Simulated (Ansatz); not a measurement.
C5H8O2 (acetylacetone (keto form)): a line through the functionals

C5H8O2: 15 atoms, total charge 0, spin state singlet. As SMILES, `CC(=O)CC(C)=O`. Geometry: relaxed at PBE0-D4/def2-TZVP. This is one conformer, not always the lowest.

The electronic atomisation energy y, in eV, basis 6-31G(d); a is the functional's share of exact exchange. Programs: Ansatz 0.2.0.

```
functional  program     a  y (eV)
      BLYP   Ansatz     0   66.65
    revPBE   Ansatz     0   66.46
     B3LYP   Ansatz   0.2   66.47
      PBE0   Ansatz  0.25       ?
     BHLYP   Ansatz   0.5   64.09
```

Question: Fit y = c + s·a to the known rows and predict PBE0.

Answer: 
1. Means of the 4 rows: a = 0.1750, y = 65.918.
2. Σ(Δa)² = 0.1675, Σ(Δa·Δy) = -0.80325, so the slope is -0.80325/0.1675 = -4.7955.
3. Intercept: 65.918 − (-4.7955) × 0.1750 = 66.757. The largest residual of the fit is 0.67.
4. PBE0: 66.757 + (-4.7955) × 0.25 = 65.56 eV.

The run gave 67.20 eV, so the prediction is off by -1.64 eV, more than the largest residual. The rows mix families of semi-local functionals, which the line can't see.
